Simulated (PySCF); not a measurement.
H₂BN, charge +1, doublet, at a GFN2-xTB geometry (a state made from the parent by changing its charge; the spin is typed, not shown lowest). Base run: PBE0/6-31+G* run with PySCF.

The PySCF input:
```python
from pyscf import gto, scf, dft, solvent

mol = gto.Mole()
mol.atom = '''
    B     0.695793   -0.043835    0.134767
    N    -0.547756    0.004244   -0.025597
    H     1.844051    0.059988   -0.111380
    H    -1.488725    0.129480   -0.383278
'''
mol.basis = '6-31+g*'
mol.charge = 1
mol.spin = 1
mol.verbose = 4
mol.build()

mf = dft.UKS(mol)
mf.xc = 'pbe0'
mf.kernel()
mf.analyze()
```

Variants of this job, named by their change:

```csv
change,ΔE vs base (kJ/mol)
base,0.00
model = IEF-PCM; solvent = dichloromethane; lebedev_order = 41,-261.1
model = IEF-PCM; solvent = dichloromethane; vdw_scale = 1.0,-312.4
model = IEF-PCM; solvent = dichloromethane; vdw_scale = 1.4,-226.7
model = IEF-PCM; solvent = toluene,-169.7
model = IEF-PCM; solvent = water,-290.3
model = IEF-PCM; solvent = dichloromethane,-261.0
model = IEF-PCM; solvent = dichloromethane; vdw_scale = 1.1,-283.6
model = SS(V)PE; solvent = dichloromethane,-253.2
model = COSMO; solvent = dichloromethane,-247.2
model = C-PCM; solvent = dichloromethane,-261.1
model = ddCOSMO; solvent = dichloromethane,-249.7
```

The base is the gas phase, so ΔE is the electrostatic part of solvation at a fixed geometry, without cavity and dispersion terms.

Open shells are given as the SCF converged; they aren't shown to be the lowest states, and a large step between rows can be another state.
